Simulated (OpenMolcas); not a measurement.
# OpenMolcas run: Br III

Input:

```
&GATEWAY
Coord
1

Br 0.0 0.0 0.0
Basis=ANO-R1
Group=XYZ
NoMove
AngMom=0.0 0.0 0.0
AMFI
&SEWARD
&RASSCF
FileOrb=start.orb
Symmetry=2
Spin=4
nActEl=5 0 0
Inactive=8 6
Ras2=1 3
CIRoot=1 1 1
SDav=1
CIMx=300
Iter=120 100
PrWF=0.3
OrbListing=Nothing
MaxOrb=0
Atom
>>> COPY $Project.JobIph JOB001
&RASSCF
FileOrb=start.orb
Symmetry=2
Spin=2
nActEl=5 0 0
Inactive=8 6
Ras2=1 3
CIRoot=8 8 1
SDav=11
CIMx=300
Iter=120 100
PrWF=0.3
OrbListing=Nothing
MaxOrb=0
Atom
>>> COPY $Project.JobIph JOB002
&RASSCF
FileOrb=start.orb
Symmetry=1
Spin=4
nActEl=5 0 0
Inactive=8 6
Ras2=1 3
CIRoot=3 3 1
SDav=3
CIMx=300
Iter=120 100
PrWF=0.3
OrbListing=Nothing
MaxOrb=0
Atom
>>> COPY $Project.JobIph JOB003
&RASSCF
FileOrb=start.orb
Symmetry=1
Spin=2
nActEl=5 0 0
Inactive=8 6
Ras2=1 3
CIRoot=5 5 1
SDav=9
CIMx=300
Iter=120 100
PrWF=0.3
OrbListing=Nothing
MaxOrb=0
Atom
>>> COPY $Project.JobIph JOB004
&RASSI
NrOfJobIphs=4 1 8 3 5
1
1 2 3 4 5 6 7 8
1 2 3
1 2 3 4 5
IphNames
JOB001
JOB002
JOB003
JOB004
EJob
SpinOrbit
DIPRint=1.0
SOCoupling=1000.0
Subsets=2
MEES
Property=10
'ANGMOM' 1 'ANGMOM' 2 'ANGMOM' 3 'MLTPL  1' 1 'MLTPL  1' 2 'MLTPL  1' 3
'AMFI' 1 'AMFI' 2 'AMFI' 3 'MLTPL  2' 6
SOProperty=3
'ANGMOM' 1 'ANGMOM' 2 'ANGMOM' 3
```

Launched by
```bash
OMP_NUM_THREADS=1 MOLCAS_MEM=2252 MOLCAS_PROJECT=a pymolcas a.inp > a.log  # once for each step of the input, in one work folder
```

A driver script runs the steps one by one and writes start.orb anew before each from the orbitals found so far.

Output, cut to the results:

```
--- SEWARD ---
Basis set label: BR.ANO-R...5S4P3D1F.

      Electronic valence basis set:
      ------------------
      Associated Effective Charge  35.000000 au
      Associated Actual Charge     35.000000 au
      Nuclear Model: Finite nucleus - Gaussian distribution
        Gaussian exponent, Xi/bohr**(-2):  2.43055E+08

      Shell  nPrim  nBasis  Cartesian Spherical Contaminant
         s      21       5        X
         p      15       4        X
         d       9       3                 X
         f       7       1                 X
                  Relativistic X2C integrals
                  Atomic mean-field integrals
--- RASSCF ---
Wave function specifications:
      -----------------------------

      Number of closed shell electrons          28
      Number of electrons in active shells       5
      Max number of holes in RAS1 space          0
      Max nr of electrons in RAS3 space          0
      Number of inactive orbitals               14
      Number of active orbitals                  4
      Number of secondary orbitals              21
      Spin quantum number                      1.5
      State symmetry                             2
Orbital specifications:
      -----------------------

      Symmetry species                           1   2
                                                ag  au
      Frozen orbitals                            0   0
      Inactive orbitals                          8   6
      Active orbitals                            1   3
      RAS1 orbitals                              0   0
      RAS2 orbitals                              1   3
      RAS3 orbitals                              0   0
      Secondary orbitals                        11  10
      Deleted orbitals                           0   0
      Number of basis functions                 20  19
      Number of CSFs                             1
      Number of root(s) required                 1
      Iter CI   SX   CI       RASSCF       Energy    max ROT     max BLB   max BLB  Level Ln srch  Step   QN
          iter iter root      energy       change     param      element    value   shift minimum  type update
 Nr of preliminary CI iterations:   1
 ###############################################################################
 ###############################################################################
 ###                                                                         ###
 ###                                                                         ###
 ###    WARNING: Problems in orbital optimization.                           ###
 ###                                                                         ###
 ###                                                                         ###
 ###############################################################################
 ###############################################################################
  Warning: In symmetry  1, orbital p=   9 has diagonal density matrix element D(p,p) close to two. (2 - D(p,p))=  0.000000E+00
      Total energies have been shifted. Add                -2000.00 au
        ...
 ###############################################################################
 ###############################################################################
  Warning: In symmetry  1, orbital p=   9 has diagonal density matrix element D(p,p) close to two. (2 - D(p,p))=  0.000000E+00
        4   1    1    1  -603.35410000    0.00E+00   0.00E+00    4  11 1  2.93E-08   0.50   0.00    SX    NO
      Convergence after  4 iterations
        5   1    1    1  -603.35410000    0.00E+00   0.00E+00    4  11 1  2.93E-08   0.50   0.00    SX    NO
      Natural orbitals and occupation numbers for root  1
      sym 1:   2.000000
      sym 2:   1.000000   1.000000   1.000000
::    RASSCF root number  1 Total energy:  -2603.35410000
--- RASSCF ---
Wave function specifications:
      -----------------------------

      Number of closed shell electrons          28
      Number of electrons in active shells       5
      Max number of holes in RAS1 space          0
      Max nr of electrons in RAS3 space          0
      Number of inactive orbitals               14
      Number of active orbitals                  4
      Number of secondary orbitals              21
      Spin quantum number                      0.5
      State symmetry                             2
Orbital specifications:
      -----------------------

...
--- RASSI ---
SPIN-FREE ENERGIES:
  (Shifted by EMIN (a.u.) =      -2603.3541000011)

 SF State       Relative EMIN(au)   Rel lowest level(eV)    D:o, cm**(-1)      L_eff

     1             0.0000000000        0.0000000000              0.0000         0.0
     2             0.0919496118        2.5020764029          20180.6072         2.0
     3             0.0919496118        2.5020764029          20180.6072         2.0
     4             0.0919496118        2.5020764029          20180.6072         2.0
     5             0.0919496118        2.5020764029          20180.6072         2.0
     6             0.0919496118        2.5020764029          20180.6072         2.0
     7             0.1297538880        3.5307831621          28477.6867         1.0
     8             0.1297538880        3.5307831621          28477.6867         1.0
     9             0.1297538880        3.5307831621          28477.6867         1.0
    10             0.4906484346       13.3512240646         107684.8843         1.0
    11             0.4906484346       13.3512240646         107684.8843         1.0
    12             0.4906484346       13.3512240646         107684.8843         1.0
    13             0.6680921375       18.1797132001         146629.2756         2.0
    14             0.6680921375       18.1797132001         146629.2756         2.0
    15             0.6680921375       18.1797132001         146629.2756         2.0
    16             0.6680921375       18.1797132001         146629.2756         2.0
    17             0.6680921375       18.1797132001         146629.2756         2.0
     Dipole printing threshold changed to   1.00000000E+00

++ Dipole transition strengths (spin-free states):
   -----------------------------------------------
     for osc. strength at least  1.00000000E+00

  ( Max oscillator strength is only   0.32379580347354775      )
--
Eigenvalues of complex Hamiltonian:
   -----------------------------------
...
```

Levels above the lowest, from the spin-orbit matrix, grouped by J:

```csv
Configuration,Term,J,E (eV),Measured (eV),Term weight %,Second
4s² 4p³,⁴S°,3/2,0.0000,0.0000,99,
4s² 4p³,²D°,3/2,2.3972,,89,11 ²P°
4s² 4p³,²D°,5/2,2.5445,,100,
4s² 4p³,²P°,1/2,3.5807,3.3370,100,
4s² 4p³,²P°,3/2,3.7590,3.5433,88,11 ²D°
4s 4p⁴,⁴P,5/2,13.1843,,100,
4s 4p⁴,⁴P,3/2,13.5206,,100,
4s 4p⁴,⁴P,1/2,13.7178,,100,
```

Against the 2 measured excited levels shown (Moore, Atomic Energy Levels, vol. II, NSRDS-NBS 35 (1971 reprint of NBS Circular 467, 1952)) the mean absolute deviation is 1900 cm-1; the largest miss in energy is 4s² 4p³ ²P°_1/2: computed 3.5807, measured 3.3370 eV (+7.3 %).

Terms of s pⁿ other than that of highest spin mix with s² pⁿ⁻² d, which this space lacks; all of them can be thousands of cm-1 off, and some have no real level of that name. Measured partners are found by configuration, term and J. A level has none where our copy of the source lacks it or the pairing is in doubt (some pairs that miss far off the trend of their configuration count as doubtful), and it then counts in no deviation. Only configurations of the active space appear. The first state left out of the spin-orbit step lies near 170000 cm-1 above the lowest spin-free state of the reference (among the parities and spins computed), and the list stops at four fifths of that energy or lower.

The RASSCF and RASSI steps took 10 s on 1 thread of Arm Neoverse V1 (shared host); the integral step is not counted.

The term weight is that of the spin-free term in the level, not the purity of its configuration. ° marks odd parity.
